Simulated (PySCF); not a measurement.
Species: C7H8OSSi.
Atom-mapped SMILES: `[O:1]=[CH:2][c:3]1[cH:4][cH:5][c:6]([S:7][SiH3:8])[cH:9][cH:10]1` (hydrogens: H11 on C2; H12 on C4; H13 on C5; H14, H15, H16 on Si8; H17 on C9; H18 on C10)

Computed by this run: PBE0-D3(BJ)/def2-SVP geometry optimisation, gas phase in PySCF; density fitting, grid level 1; the optimiser is geomeTRIC in internal coordinates, started from a GFN2-xTB structure with every atom displaced at random (about 0.01 Å).

Step 3: E = -28119.3798 eV
```
atom  x, y, z in Å  |  force x, y, z in eV/Å
O1     -3.8391   -0.5980    0.8334    0.125  -0.016  -0.065
C2     -3.1013    0.2827    0.4684   -0.048   0.096   0.051
C3     -1.7498    0.0857   -0.1003    0.105  -0.088   0.022
C4     -1.2287   -1.2074   -0.2457   -0.116   0.068  -0.051
C5      0.0374   -1.3856   -0.7822    0.068   0.042   0.001
C6      0.8031   -0.2778   -1.1763    0.023   0.019   0.037
S7      2.4138   -0.5446   -1.9063   -0.039  -0.004  -0.045
Si8     3.6260    0.1875   -0.2841   -0.052  -0.029   0.058
C9      0.2870    1.0166   -1.0373   -0.008  -0.113   0.012
C10    -0.9797    1.1880   -0.4909   -0.149   0.053   0.019
H11    -3.4088    1.3568    0.5464   -0.019   0.035  -0.007
H12    -1.8457   -2.0572    0.0628    0.052   0.051  -0.006
H13     0.4545   -2.3841   -0.8987    0.058  -0.118  -0.013
H14     3.3579   -0.5977    0.9577    0.016   0.021  -0.015
H15     3.3514    1.6307   -0.0188    0.006   0.006  -0.002
H16     5.0377    0.0067   -0.7268   -0.002  -0.007  -0.013
H17     0.8779    1.8757   -1.3628   -0.013  -0.017   0.016
H18    -1.3891    2.1962   -0.3752   -0.008   0.000  -0.001
```

Step 4: E = -28119.3815 eV
```
atom  x, y, z in Å  |  force x, y, z in eV/Å
O1     -3.8028   -0.6249    0.8208   -0.101   0.060   0.059
C2     -3.0923    0.2835    0.4718    0.038  -0.067  -0.066
C3     -1.7420    0.0960   -0.1007   -0.038   0.041   0.039
C4     -1.2311   -1.1999   -0.2475    0.068   0.080  -0.043
C5      0.0368   -1.3847   -0.7796    0.033  -0.053  -0.004
C6      0.8031   -0.2790   -1.1747   -0.026   0.015   0.027
S7      2.4100   -0.5451   -1.9097   -0.010  -0.001  -0.015
Si8     3.6166    0.1841   -0.2820   -0.011  -0.014   0.013
C9      0.2866    1.0145   -1.0377    0.032   0.053  -0.029
C10    -0.9795    1.2004   -0.4943   -0.012  -0.094   0.011
H11    -3.4225    1.3513    0.5545   -0.016  -0.014   0.024
H12    -1.8492   -2.0449    0.0664    0.008   0.029   0.000
H13     0.4528   -2.3871   -0.8931    0.015  -0.027  -0.006
H14     3.3516   -0.6002    0.9595    0.001   0.004  -0.002
H15     3.3437    1.6278   -0.0168    0.002   0.000  -0.002
H16     5.0279    0.0031   -0.7266    0.003  -0.002  -0.003
H17     0.8814    1.8696   -1.3651    0.008   0.003  -0.002
H18    -1.3868    2.2099   -0.3819    0.004  -0.013   0.000
```

Q: Estimate the geometry and energy of step 5. (The exact step hangs on the optimiser's Hessian estimate; all steps are aligned on step 4, rigid shifts and turns removed.)

A: E = -28119.3822 eV, largest force 0.099 eV/Å
```
atom  x, y, z in Å  |  force x, y, z in eV/Å
O1     -3.8247   -0.6020    0.8323    0.045  -0.050  -0.006
C2     -3.0926    0.2848    0.4734   -0.043   0.074  -0.008
C3     -1.7418    0.0907   -0.0986   -0.057  -0.027  -0.003
C4     -1.2220   -1.1996   -0.2530    0.034  -0.085   0.038
C5      0.0474   -1.3897   -0.7828   -0.065   0.023   0.020
C6      0.8055   -0.2782   -1.1753    0.006  -0.022  -0.016
S7      2.4099   -0.5405   -1.9146    0.024   0.022   0.002
Si8     3.6111    0.1825   -0.2799    0.029   0.003  -0.023
C9      0.2832    1.0130   -1.0379    0.009   0.055  -0.021
C10    -0.9840    1.1953   -0.4947    0.061  -0.018  -0.002
H11    -3.4093    1.3573    0.5528    0.019   0.006  -0.002
H12    -1.8354   -2.0452    0.0631   -0.034  -0.033   0.009
H13     0.4663   -2.3934   -0.8964   -0.029   0.059   0.005
H14     3.3491   -0.6040    0.9597   -0.013  -0.009   0.007
H15     3.3383    1.6259   -0.0119   -0.003  -0.004   0.000
H16     5.0228    0.0038   -0.7252    0.002   0.000   0.005
H17     0.8749    1.8701   -1.3651    0.010   0.006  -0.007
H18    -1.3941    2.2034   -0.3828    0.006   0.001   0.000
```

The energy changes by -0.0007 eV. The first-order estimate −F·Δx gives -0.0060 eV and the mean of the old and new forces, exact on a quadratic surface, -0.0009 eV. The step makes an angle of 63° with the force vector and moves no atom by more than 0.034 Å.

The cost below is that of the whole optimisation. On INTEL XEON PLATINUM 8581C at 2.10 GHz, one thread, no GPU, on a shared host, this took 2.4 min of wall time and 0.90 GiB of memory at its peak.
